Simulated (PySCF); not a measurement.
# Polarisability and C₆ of Ge⁺ (germanium, charge +1)

[Ar] 3d10 4s2 4p1, 2P determinant. All numbers are calculated (PySCF 2.14, scalar relativity by spin-free X2C-1e, in x2c-TZVPPall with one added diffuse shell each of s, p, d type (7s6p5d1f, 57 functions)). Coupled (time-dependent) response in atomic units; α is the mean over directions.

```
 method  mean α (bohr³)         α xx, yy, zz  C₆ (like pair)  S(−4)
    UHF           20.08  18.97, 22.31, 18.97           118.0  147.3
    PBE           19.06  17.48, 22.22, 17.48           108.3  143.1
   PBE0           19.11  17.73, 21.86, 17.73           109.3  138.9
r2SCAN0           19.08  17.77, 21.69, 17.77           112.1  129.0
   BLYP           18.95  17.24, 22.36, 17.24           106.9  144.4
```

S(−4) is the Cauchy moment in α(ω) = α(0) + S(−4) ω² + …

Spin-orbit coupling is absent.

α(iu) at BLYP:

| u (hartree) | α(iu) (bohr³) |
| --- | --- |
| 0 | 18.95 |
| 0.0500 | 18.60 |
| 0.100 | 17.63 |
| 0.200 | 14.73 |
| 0.300 | 11.73 |
| 0.500 | 7.354 |
| 0.750 | 4.450 |
| 1.00 | 2.970 |
| 1.50 | 1.619 |
| 2.00 | 1.034 |
| 3.00 | 0.5370 |
| 5.00 | 0.2256 |

A single London oscillator, α(iu) = α/(1 + u²/ω²), gives C₆ = (3/4) ω α². Matching the computed C₆ needs ω = 4 × 106.9 / (3 × 18.95²) = 0.397 hartree.

For an ion, C₆ is the dispersion term alone; charge-induced terms of lower order in 1/R come first.

The components differ because the open shell of this determinant is not spherical; for a pure term their mean is the scalar polarisability.
